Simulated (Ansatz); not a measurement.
The lowest singlet and triplet of CH2S (SMILES C=S); geometries from B3LYP-D3(BJ)/def2-TZVP, each state relaxed from the structure named, with no frequency check.
Singlet (charge 0, multiplicity 1):
```xyz
4

C     -0.989     0.132     0.223
S      0.565    -0.075    -0.127
H     -1.561     0.979    -0.152
H     -1.540    -0.565     0.852
```
Triplet (charge 0, multiplicity 3):
| atom | x (Å) | y (Å) | z (Å) |
|---|---|---|---|
| C | -1.0231 | 0.1733 | 0.2882 |
| S | 0.5784 | -0.0925 | -0.1546 |
| H | -1.5685 | 1.0056 | -0.1374 |
| H | -1.5475 | -0.5646 | 0.8815 |

```tsv
level	gap E(singlet) − E(triplet), adiabatic (kcal/mol)	cost
R-HF/cc-pV(Q+d)Z	-19.83	-
R-PBE/def2-TZVPP	-38.41	×1
U-BHLYP/def2-TZVPP	-34.37	×2
U-wB97M-V/def2-TZVPP	-41.28	×3
U-B2PLYP/def2-TZVPP	-40.29	×2
R-MP2/cc-pV(D+d)Z	-44.72	-
R-CCSD/cc-pV(Q+d)Z	-40.09	-
R-CCSD(T)/cc-pV(D+d)Z	-42.47	×0.9
U-CCSD(T)/cc-pV(Q+d)Z (spin-contaminated)	-42.29	×70
R-CCSDT(Q)/cc-pV(D+d)Z	-42.54	×10
SA-CASSCF(4,3)/cc-pV(T+d)Z	-43.07	-
FIC-NEVPT4(SD) on SA-CASSCF(4,3)/cc-pV(Q+d)Z	-44.41	-
FIC-MRCISD+Q on SA-CASSCF(4,3)/cc-pV(T+d)Z	-44.30	-
FIC-MRCISD+Q on SA-CASSCF(4,3)/cc-pV(Q+d)Z	-44.81	-
```

The rows run from -44.81 (FIC-MRCISD+Q on SA-CASSCF(4,3)/cc-pV(Q+d)Z) to -19.83 kcal/mol (R-HF/cc-pV(Q+d)Z). The 3 U-functionals in def2-TZVPP without D3 or D4 span 6.91, from U-wB97M-V to U-BHLYP.

A positive gap puts the triplet lower; no zero-point energy. R- takes a restricted singlet. U- takes an unrestricted singlet (broken symmetry where lower, unprojected). The triplet is unrestricted in single-reference levels. Active spaces average the two states.

Cores are frozen in the correlated methods.

Doubts at one or more of the structures used: a restricted determinant that unrestricted orbitals would lower (R-HF/cc-pV(Q+d)Z, R-MP2/cc-pV(D+d)Z, R-CCSD/cc-pV(Q+d)Z, R-CCSD(T)/cc-pV(D+d)Z, R-CCSDT(Q)/cc-pV(D+d)Z); T1 above 0.05 (U-CCSD(T)/cc-pV(Q+d)Z (spin-contaminated)).

Codes used: Ansatz (a first-principles code) with Gaussian orbitals. Each number belongs to the level named beside it.

Costs are rough ratios of core time to R-PBE/def2-TZVPP (about 6 s over the structures, on one shared machine); a dash marks a level with no comparable run of its own. 

Measured: singlet below triplet (a) by 14507.4 cm-1 = 41.5 kcal/mol (with zero-point energy) [Jacox, NIST Chemistry WebBook].
